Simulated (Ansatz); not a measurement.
`O[SiH2][Al]([OH])[OH]` + `B1C[SiH2]1` → `[OH][Al]([OH])[CH]1B[SiH2]1` + silanol  (formal exchange of groups at the Al–Si bond)

Computed with Ansatz on PBE0-D4/def2-TZVP structures; ΔE is electronic, products minus reactants. CCSD(T)/CBS is the MP2 limit (def2-TZVPP, def2-QZVPP) plus CCSD(T) − MP2 in def2-TZVPP, frozen cores. One conformer a species, not always the lowest.

```csv
species,SCS-MP2/def2-TZVPP energy (Eh)
`O[SiH2][Al]([OH])[OH]`,-759.55553
`B1C[SiH2]1`,-354.74990
`[OH][Al]([OH])[CH]1B[SiH2]1`,-747.74273
`O[SiH3]`,-366.59311
```

(1) Work out ΔE.

Largest T1 diagnostic among the species: 0.014.

Answers

(1) ΔE = (-747.74273) + (-366.59311) − (-759.55553) − (-354.74990) = -0.03041 Eh = -0.83 eV. CCSD(T)/CBS gives -0.78 eV.

The D4 term adds −0.06 eV with B3LYP and −0.04 eV with PBE0; it sums over pairs of atoms, weighted by their polarisabilities, and B3LYP, whose exchange is more repulsive, gets the larger term. From PBE to PBE0 (25 % exact exchange), in def2-TZVPP and without D4, ΔE moves by −0.09 eV. In def2-TZVPP, CCSD(T) changes the Hartree–Fock value by −0.08 eV (the triples alone add −0.02 eV) and MP2 by −0.18 eV.

B3LYP here is the variant with VWN-RPA as its local correlation; programs differ in this.
